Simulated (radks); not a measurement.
Results of a calculation; reference values are marked as such.
Task: The mean radii <r> (bohr) of the occupied orbitals of an atom or ion are listed with their occupations. Level of theory: non-relativistic Kohn-Sham, PBE, spin-polarised, spherical densities, point nucleus (a radial shooting solver on a logarithmic mesh with Libxc functionals).

| orbital | occ. | <r> |
|---|---|---|
| 1s up | 1 | 0.06157 |
| 1s down | 1 | 0.06157 |
| 2s up | 1 | 0.2827 |
| 2s down | 1 | 0.2822 |
| 2p up | 3 | 0.2485 |
| 2p down | 3 | 0.2481 |
| 3s up | 1 | 0.8419 |
| 3s down | 1 | 0.8444 |
| 3p up | 3 | 0.8763 |
| 3p down | 3 | 0.8802 |
| 3d up | 3 | 0.9858 |
| 4p up | 2 | 2.673 |

Name the element and its charge. Open shells, if any, are filled with parallel spins first.

Result: Z = 25, manganese, charge +2: Mn2+ in [Ar] 3d3 4p2. The 1s radius gives Z: for a bare nucleus <r> = 1.5/Z, 0.06 bohr for Z = 25, and screening makes it slightly larger (0.06157 here). The occupations add up to 23, and the charge is Z minus that.
